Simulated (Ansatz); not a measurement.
Consider the ligand exchange at the Si–S bond: `[SiH3]SS` + `COB(C)O` → `COB(C)O[SiH3]` + `SS`.

Isolated molecules relaxed with PBE0-D4/def2-TZVP in Ansatz; ΔE leaves out vibrations. CCSD(T)/CBS is the MP2 limit (def2-TZVPP, def2-QZVPP) plus CCSD(T) − MP2 in def2-TZVPP, frozen cores. This one scheme is used for every species. One conformer a species, not always the lowest.

```csv
species,CCSD(T)/CBS(def2) energy (Eh)
`[SiH3]SS`,-1087.04745
`COB(C)O`,-255.57080
`COB(C)O[SiH3]`,-545.88432
`SS`,-796.74576
```

(1) Work out ΔE.

Largest T1 diagnostic among the species: 0.012.

Answers

(1) ΔE = (-545.88432) + (-796.74576) − (-1087.04745) − (-255.57080) = -0.01183 Eh = -0.32 eV.

From PBE to PBE0 (25 % exact exchange), in def2-TZVPP and without D4, ΔE moves by −0.05 eV. In def2-TZVPP, CCSD(T) changes the Hartree–Fock value by +0.17 eV (the triples alone add +0.04 eV) and MP2 by +0.21 eV.
